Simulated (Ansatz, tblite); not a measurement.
Cost and result up the ladder for dimethylphenylsulfonium dicyanamide (C₁₀H₁₁N₃S) (25 atoms). Charge 0, multiplicity 1. Geometry: PBE-D4/def2-SVP.

Ansatz on 4 threads of Arm Neoverse V2 on a shared host; xTB runs through tblite on one thread. Times are rough, summed over both states, and most runs start from the orbitals of an earlier one. PBE0-D4/def2-SVP serves as the yardstick here, not as an exact answer. The other state is a doublet.

The xTB rows come from tblite. In the singlet geometry the species has come apart into loosely held pieces. In the doublet geometry the species has come apart into loosely held pieces.

Raw xTB energies of ions are shifted by several eV.

```json
{"level": "PBE-D4/def2-SVP", "functions": "255", "vertical IE (eV)": "7.47", "difference from PBE0-D4/def2-SVP (eV)": "-0.14"}
{"level": "PBE0-D4/def2-SVP", "functions": "255", "vertical IE (eV)": "7.61", "difference from PBE0-D4/def2-SVP (eV)": "0.00"}
{"level": "GFN1-xTB", "functions": "83", "vertical IE (eV)": "12.66", "difference from PBE0-D4/def2-SVP (eV)": "5.05"}
{"level": "GFN2-xTB", "functions": "72", "vertical IE (eV)": "12.36", "difference from PBE0-D4/def2-SVP (eV)": "4.75"}
```

(1) Estimate how long each takes.

Results:

(1) GFN2-xTB 0.035 s; GFN1-xTB 0.043 s; PBE-D4/def2-SVP 16 s; PBE0-D4/def2-SVP 29 s. On shared hardware such times vary by a factor of up to 3.
